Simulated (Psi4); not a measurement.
I₃Sn (SMILES [I][Sn+]([I])[I]), charge +1, singlet, at a GFN2-xTB geometry (such geometries of metal compounds can be far from the true shape) (core potentials on I, Sn), with bond 4-1 at 1.6 times its length. Base run: CAM-B3LYP/def2-SV(P) in Psi4 1.11.

Psi4 was given this input:
```
memory 2 GB

molecule mol {
1 1
  Sn   -0.000000   -0.000000    0.000000
  I     2.549219   -0.480317   -0.785317
  I    -0.978305   -1.190664    2.229615
  I    -2.513462    2.673570   -2.310877
}

set basis def2-sv(p)
set reference rks

energy('cam-b3lyp')
print_variables()
```

Each row names what was changed in the base input (with any setting that the change needs).

```tsv
change	ΔE vs base (mEh)	SCF cycles	grid points	basis functions	outcome
base	0.000	16	82402	104	converged
guess = core	0.000	50	82402	104	converged
puream = false	-3.858	16	82402	112	converged
soscf = true	0.000	10	82402	104	converged
dft_pruning_scheme = treutler	0.000	16	82402	104	converged
dft_radial_points = 35	1.033	16	38977	104	converged
dft_spherical_points = 590	0.010	16	159036	104	converged
dft_nuclear_scheme = stratmann	0.007	16	77761	104	converged
dft_pruning_scheme = robust	0.000	16	82402	104	converged
guess = sap	0.000	45	82402	104	converged
dft_spherical_points = 974	0.006	16	261856	104	converged
scf_initial_accelerator = ediis	0.000	16	82402	104	converged
df_basis_scf = cc-pvtz-jkfit	-	-	-	104	input refused
```

- df_basis_scf = cc-pvtz-jkfit: ended with `psi4.driver.qcdb.exceptions.BasisSetNotFound: BasisSet::construct: Unable to find a basis set for atom 1 for key JKFIT among:`
